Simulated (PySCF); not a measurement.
## Ionisation energy along the 4-electron series

Calculated with PySCF 2.14 and a two-component X2C-1e Hamiltonian (Gaussian nucleus, no Breit or QED terms), each ion in its own even-tempered basis scaled to its charge; GMP2 freezes nothing and drops the highest virtual spinors. Values in eV. NIST values: (m) measured, (s) semi-empirical, (t) theoretical.

```
  ion  configuration  GHF (screened spin-orbit)  GMP2 (screened spin-orbit)              NIST
Ar¹⁴⁺       [He] 2s2                     850.07                      853.51   855.5 ± 0.3 (s)
 K¹⁵⁺       [He] 2s2                     962.10                      965.69   967.7 ± 0.3 (s)
Sc¹⁷⁺       [He] 2s2                     1207.2                      1211.1  1213.1 ± 0.4 (s)
```

Question: Fill in the row of Ca¹⁶⁺.

Answer: configuration: [He] 2s2; GHF (screened spin-orbit): 1081.2; GMP2 (screened spin-orbit): 1084.9; NIST: 1086.8 ± 0.4 (s).
